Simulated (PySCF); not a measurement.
A side-by-side comparison of computed properties.

First species: prismane, C6H6.
SMILES: `C12C3C4C1C4C23`

Second species: C₄H₁₀OSe.
SMILES: `C[Se]COCC`

Levels: CAM-B3LYP/def2-SVPD for dipole moment, HOMO energy, LUMO energy, HOMO–LUMO gap, static isotropic polarisability and electronic spatial extent ⟨r²⟩ about the centre of nuclear charge; TDDFT CAM-B3LYP/def2-SVPD for lowest singlet excitation; TDA CAM-B3LYP/def2-SVPD for lowest triplet excitation (Tamm–Dancoff); ΔSCF CAM-B3LYP/def2-SVPD for vertical ionisation energy; PBE0-D3(BJ)/def2-SVP for rotational constant A and rotational constant C. Geometries: PBE0-D3(BJ)/def2-SVP. Each species is one conformer at its optimised geometry, gas phase, non-relativistic unless stated. Electronic properties by PySCF.

The conformers computed, where there is a choice (atom-mapped SMILES and torsion angles):
- `[CH3:1][CH2:2][O:3][CH2:4][Se:5][CH3:6]`: C1–C2–O3–C4 73°, C2–O3–C4–Se5 165°, O3–C4–Se5–C6 -61°

Values for the first species:

| Item | Value |
| --- | --- |
| Dipole moment | 0.00 D |
| HOMO energy | -7.97 eV |
| LUMO energy | 1.72 eV |
| HOMO–LUMO gap | 9.69 eV |
| Lowest singlet excitation | 6.72 eV |
| Lowest triplet excitation (Tamm–Dancoff) | 6.44 eV |
| Static isotropic polarisability | 56.5 au |
| Vertical ionisation energy | 8.84 eV |
| Electronic spatial extent ⟨r²⟩ about the centre of nuclear charge | 362 bohr² |
| Rotational constant A | 7.035 GHz |
| Rotational constant C | 5.440 GHz |

Task: Estimate the same properties for the second species, and the change in each.

Result: 
| property | first | second | second less first |
| --- | --- | --- | --- |
| dipole moment | 0.00 D | 2.32 D | +2.32 D |
| HOMO energy | -7.97 eV | -7.44 eV | +0.53 eV |
| LUMO energy | 1.72 eV | 0.88 eV | -0.84 eV |
| HOMO–LUMO gap | 9.69 eV | 8.32 eV | -1.37 eV |
| lowest singlet excitation | 6.72 eV | 4.78 eV | -1.94 eV |
| lowest triplet excitation (Tamm–Dancoff) | 6.44 eV | 4.33 eV | -2.11 eV |
| static isotropic polarisability | 56.5 au | 84.8 au | +28.3 au |
| vertical ionisation energy | 8.84 eV | 8.37 eV | -0.47 eV |
| electronic spatial extent ⟨r²⟩ about the centre of nuclear charge | 362 bohr² | 1285 bohr² | +923 bohr² |
| rotational constant A | 7.035 GHz | 5.979 GHz | -1.056 GHz |
| rotational constant C | 5.440 GHz | 0.883 GHz | -4.557 GHz |

On the first: The principal polarisabilities are 55.5, 55.5 and 58.5 au; their mean is the isotropic value. No computed singlet falls in the visible range (750 to 380 nm, 1.65 to 3.26 eV); S1 lies 3.46 eV above its blue end.

On the second: S1 lies 3.54 eV below the HOMO–LUMO gap; its leading configuration is HOMO→LUMO, weight 0.79. The ΔSCF ionisation energy exceeds −ε(HOMO) by 0.93 eV with CAM-B3LYP. Relativistic effects, spin–orbit coupling among them, are left out although an element past zinc is present.
